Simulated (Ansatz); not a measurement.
The cluster Mn₂O₄⁺, 6 atoms. Hardware: 4 threads of Arm Neoverse V2 on a shared host.

Correlated methods freeze 14 core orbitals; core or outer-core shells of Mn are correlated, in sets that lack core-valence functions. In CCSD on the charge 1 doublet the largest single amplitude is 0.26, so its Hartree–Fock determinant may place the open shell otherwise than the density functionals do.

(1) How many basis functions does each of these Ansatz runs have, and roughly what does it cost? r2SCAN-D4/def2-TZVP, charge 1 doublet, energy, from earlier orbitals; HF/STO-3G, charge 1 doublet, energy; PBE-QIDH/def2-TZVP, charge 1 doublet, energy, from earlier orbitals; PBE-D4/def2-SVP, charge 1 doublet, energy with a search over starts; HF/def2-TZVP, charge 1 doublet, energy, from earlier orbitals; CCSD(T)/def2-SVP, charge 1 doublet, energy, from earlier orbitals; PBE-D4/def2-SVP, charge 1 doublet, energy, from earlier orbitals; PBE0-D4/def2-SVP, charge 1 doublet, energy, from earlier orbitals; CAM-B3LYP-D4/def2-TZVP, charge 1 doublet, energy, from earlier orbitals; PBE0-D4/def2-TZVP, charge 1 doublet, energy, from earlier orbitals; PBE-D4/def2-SVP, charge 1 doublet, relaxation, 18 steps; MP2/def2-TZVP, charge 1 doublet, energy, from earlier orbitals.

Answers

(1) Other jobs shared the machine, so times can vary by a factor of up to 3. A dash marks memory too small to be measured apart from the calling script's.

```tsv
run	functions	fitting or Cholesky vectors	wall time	peak host memory (GiB)
PBE-D4/def2-SVP, charge 1 doublet, energy, from earlier orbitals	118	1426	2.9 s	–
HF/STO-3G, charge 1 doublet, energy	56	804	3.1 s	–
PBE0-D4/def2-SVP, charge 1 doublet, energy, from earlier orbitals	118	1217	3.6 s	–
PBE0-D4/def2-TZVP, charge 1 doublet, energy, from earlier orbitals	214	1624	11 s	0.94
CAM-B3LYP-D4/def2-TZVP, charge 1 doublet, energy, from earlier orbitals	214	1578	12 s	1.1
r2SCAN-D4/def2-TZVP, charge 1 doublet, energy, from earlier orbitals	214	1488	13 s	–
MP2/def2-TZVP, charge 1 doublet, energy, from earlier orbitals	214	1667	13 s	0.73
PBE-QIDH/def2-TZVP, charge 1 doublet, energy, from earlier orbitals	214	1667	17 s	0.8
HF/def2-TZVP, charge 1 doublet, energy, from earlier orbitals	214	1994	19 s	1.4
PBE-D4/def2-SVP, charge 1 doublet, relaxation, 18 steps	118	1426	54 s	–
PBE-D4/def2-SVP, charge 1 doublet, energy with a search over starts	118	1426	56 s	–
CCSD(T)/def2-SVP, charge 1 doublet, energy, from earlier orbitals	118	1217	2.1 min	1.9
```
